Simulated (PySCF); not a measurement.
## Indirect couplings

Cartesian coordinates in Å; atom numbers follow the order of the lines, from 1:
```xyz
12

C     2.1460    0.2624    0.0089
C     1.1041   -0.1957    0.7080
C    -0.0236   -1.0002    0.1601
Ge   -1.6849    0.0547    0.0381
H     2.9248    0.8699    0.4764
H     2.2578    0.0447   -1.0584
H     1.0404    0.0558    1.7749
H     0.2064   -1.3817   -0.8471
H    -0.2446   -1.8678    0.8036
H    -2.8411   -0.8345   -0.4615
H    -1.4824    1.2283   -0.9370
H    -2.0483    0.6134    1.4276
```

Indirect spin–spin couplings were computed at B3LYP/pcJ-1 (pcSseg-1 on Ge) (without the spin–dipole term) (PySCF 2.14) on a PBE0-D3(BJ)/def2-SVP structure, for the isolated molecule, without vibrational or relativistic corrections. Couplings are averaged over pairs made equivalent by symmetry, fast rotation or ring inversion, so a value needn't be that of the named pair in this geometry, while other rotamers aren't included; one pair stands for each set, and the list holds those of at least 1.5 Hz over up to four bonds.

Isotopes: 13C, 1H.

```
    pair  bonds  J (Hz)
  C1, C2      1    77.0
  C1, H5      1   170.1
  C1, H6      1       ?
  C2, C3      1    44.8
  C2, H7      1       ?
  C3, H8      1   137.6
  C2, H8      2    -5.8
  C3, H7      2     7.5
 C3, H10      2     6.2
  H5, H6      2     2.1
  H8, H9      2   -12.7
H10, H11      2       ?
  C1, H8      3     8.1
 C2, H10      3     2.6
  C3, H5      3    13.6
  C3, H6      3     8.5
  H5, H7      3       ?
  H6, H7      3       ?
  H7, H8      3    10.0
 H8, H10      3       ?
```

Q: Estimate the withheld couplings, with signs.

A: 
- 1J(C1,H6) = 163.6 Hz (bond length 1.095 Å, sp2 carbon)
- 1J(C2,H7) = 159.2 Hz (bond length 1.098 Å, sp2 carbon)
- 2J(H10,H11) = 10.6 Hz (mean over equivalent pairs that range from 9.6 to 12.0 Hz in this conformer)
- 3J(H5,H7) = 11.5 Hz (dihedral angle 0°)
- 3J(H6,H7) = 18.0 Hz (dihedral angle 180°)
- 3J(H8,H10) = 2.7 Hz (mean over equivalent pairs that range from -0.5 to 8.6 Hz in this conformer)

Relativistic effects of the heavier atoms present are left out.
